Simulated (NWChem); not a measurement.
Ionisation of silole (C4H6Si)

```xyz
11

C     -0.7405     0.0000     1.2913
C     -1.3553     0.0000     0.0896
Si     0.0000     0.0000    -1.2050
C      1.3553     0.0000     0.0896
C      0.7405     0.0000     1.2913
H     -1.2805     0.0000     2.2452
H     -2.4423     0.0000    -0.0123
H      0.0000     1.2109    -2.0834
H      0.0000    -1.2109    -2.0834
H      2.4423     0.0000    -0.0123
H      1.2805     0.0000     2.2452
```
Charge 0, spin multiplicity 1.

Everything below was run with NWChem. All single points use one geometry, from PBE0/def2-SVP, a minimum by its harmonic frequencies. It is one conformer; others weren't searched.

Basis set: def2-TZVP. −ε marks an orbital energy of the parent.

B3LYP has NWChem's definition, with VWN1-RPA local correlation.

### Question
One of these methods gave a first vertical ionisation energy of 6.58 eV. Which?
A. −ε(HOMO) of BLYP
B. −ε(HOMO) of PBE
C. −ε(HOMO) of B3LYP
D. −ε(HOMO) of HF

### Answer
C, −ε(HOMO) of B3LYP. The others give 5.63 (−ε(HOMO) of BLYP), 5.83 (−ε(HOMO) of PBE), 8.80 (−ε(HOMO) of HF).
